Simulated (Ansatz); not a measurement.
Cl2La (SMILES [Cl][La+][Cl]), charge +1, singlet, at a GFN2-xTB geometry (such geometries of metal compounds can be far from the true shape) (the multiplicity is a formal guess) (core potentials on La), atoms displaced at random by about 0.02 Å a coordinate. Base run: Ansatz (a quantum-chemistry and plane-wave program) with PBE/def2-SV(P).

The Ansatz input:
Ansatz 0.2 input:
```yaml
crystal:
  periodic: [false, false, false]
  atoms:
    - {symbol: La, position_ang: [0.47061238, -0.02894566, 0.54462660]}
    - {symbol: Cl, position_ang: [0.59456739, 0.31755241, -1.99462319]}
    - {symbol: Cl, position_ang: [-2.06923062, -0.22273345, 0.15912209]}
basis:
  gaussian:
    orbitals: def2-SV_P_.json
hamiltonian:
  xc: pbe
total_charge: 1
relax: {}
```
The basis file holds def2-SV(P) in the JSON format of the Basis Set Exchange.

The base run was repeated with changes; each row names its change, and settings that it needs were set with it.

```json
[
 {"change": "base", "ΔE vs base (kcal/mol)": "0.000", "optimiser steps": "5"},
 {"change": "relax = escape_saddle: false", "ΔE vs base (kcal/mol)": "0.000", "optimiser steps": "5"},
 {"change": "relax = f_tol: 0.002", "ΔE vs base (kcal/mol)": "0.000", "optimiser steps": "5"},
 {"change": "relax = f_tol: 0.05", "ΔE vs base (kcal/mol)": "0.004", "optimiser steps": "4"},
 {"change": "relax = f_tol: 0.0005", "ΔE vs base (kcal/mol)": "0.000", "optimiser steps": "6"},
 {"change": "relax = max_displacement: 0.5", "ΔE vs base (kcal/mol)": "0.000", "optimiser steps": "5"},
 {"change": "relax = f_tol: 0.1", "ΔE vs base (kcal/mol)": "0.004", "optimiser steps": "4"}
]
```
